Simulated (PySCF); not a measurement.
**Calculated properties of `CCC(=O)N(C)C` (N,N-dimethylpropionamide)**

Compound: N,N-dimethylpropionamide, C5H11NO.
Atom-mapped SMILES: `[CH3:1][CH2:2][C:3](=[O:4])[N:5]([CH3:6])[CH3:7]` (hydrogens: H8, H9, H10 on C1; H11, H12 on C2; H13, H14, H15 on C6; H16, H17, H18 on C7)

Geometry (GFN2-xTB, Å), atoms numbered from 1 in this order:
```
atom  x, y, z in Å
C1     2.707   -0.011   -0.095
C2     1.286    0.537   -0.086
C3     0.269   -0.589   -0.002
O4     0.589   -1.762    0.012
N5    -1.031   -0.200    0.053
C6    -1.461    1.177    0.026
C7    -2.065   -1.209    0.122
H8     2.903   -0.557    0.824
H9     2.837   -0.700   -0.925
H10    3.428    0.798   -0.187
H11    1.150    1.208    0.765
H12    1.099    1.111   -0.997
H13   -1.181    1.666   -0.910
H14   -2.545    1.205    0.117
H15   -1.034    1.747    0.855
H16   -2.640   -1.108    1.045
H17   -2.740   -1.126   -0.733
H18   -1.579   -2.182    0.104
```

Some functional groups and rings: amide.

From GFN2-xTB geometry:

| Property | Result |
| --- | --- |
| Rotational constants A, B, C of the GFN2-xTB geometry | 4.682, 1.872, 1.383 GHz |

wB97X-D/def2-SVPD ground state and vertical TDDFT (core frozen in the response) (PySCF):

| Property | Result |
| --- | --- |
| Dipole moment | 3.90 D |
| HOMO energy | -8.75 eV |
| LUMO energy | 2.05 eV |
| HOMO–LUMO gap | 10.80 eV |
| Lowest singlet excitation | 5.91 eV (210 nm, f = 0.000) |
| Strongest line among the 8 lowest singlet transitions | S3 at 7.13 eV (174 nm, f = 0.236) |
| Lowest triplet excitation (Tamm–Dancoff) | 5.32 eV |
| Static isotropic polarisability | 72.7 au |
| Electronic spatial extent ⟨r²⟩ about the centre of nuclear charge | 910 bohr² |

Monoisotopic mass (most abundant isotopes): 101.0841 u.

The vertical singlet–triplet gap S1 − T1 is 0.59 eV (TDDFT singlet less Tamm–Dancoff triplet; S1: HOMO−1→LUMO+1, weight 0.89; T1: HOMO→LUMO+1, weight 0.86). The largest Löwdin shares of the HOMO are 0.43 on N5, 0.24 on O4, 0.07 on C3 and 0.06 on C6. The dipole matches unit charges of opposite sign 0.81 Å apart (1 e·Å = 4.8032 D). The polarisability is 10.77 Å³ as a volume (1 au = 0.148185 Å³), or 1.30 au for each of the 56 electrons.

The structure is a single GFN2-xTB conformer in the gas phase; no vibrational or solvent corrections.
